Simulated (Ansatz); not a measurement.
The same path of CH₈AlClSi₂ (13 atoms, charge 0, multiplicity 1) was run twice with different band settings. The coordinate that changes most is the dihedral H8–C1–Si2–Si3.

Method: RKS PBE0/6-31G* (Ansatz).

Relaxed end points:

```xyz
13
Properties=species:S:1:pos:R:3
C -1.219 1.128 1.347
Si -0.302 1.345 -0.291
Si 1.325 -0.330 -0.558
Al 0.421 -2.611 -0.686
Cl 2.468 0.119 -2.262
H -1.978 1.909 1.463
H -0.531 1.198 2.195
H -1.723 0.158 1.398
H 0.358 2.682 -0.353
H -1.263 1.262 -1.432
H 2.263 -0.220 0.605
H 0.721 -3.572 -1.919
H -0.520 -3.103 0.508
```

```xyz
13
Properties=species:S:1:pos:R:3
C -0.954 1.190 1.499
Si -0.025 1.406 -0.132
Si 1.223 -0.521 -0.636
Al -0.119 -2.551 -0.974
Cl 2.409 -0.122 -2.324
H -1.644 0.341 1.457
H -1.538 2.088 1.726
H -0.259 1.022 2.328
H 0.896 2.578 -0.064
H -0.991 1.654 -1.244
H 2.180 -0.731 0.497
H -0.019 -3.421 -2.303
H -1.139 -2.967 0.184
```

Common settings: movable images 5; climbing image yes; spring 5.0 eV/Å²; optimiser quadratic models (default); start path IDPP; end points relaxed.

| run | force threshold | iteration limit |
| --- | --- | --- |
| 1 | 0.05 eV/Å | 55 |
| 2 | 0.2 eV/Å | 49 |

(1) What does each run give, and how far can it be trusted?

Results:

(1) Run 1: converged after 3 iterations, highest image 0.057 eV above the first end. A vibrational analysis at the climbing image gives one clearly imaginary mode, 149i cm⁻¹: a first-order saddle point.
Run 2: converged after 2 iterations, highest image 0.058 eV above the first end. The threshold of 0.2 eV/Å is loose, so the images may lie well off the minimum-energy path. Another band between the same ends (5 images) ends at a top of the same energy, where a vibrational analysis finds 1 clearly imaginary mode.
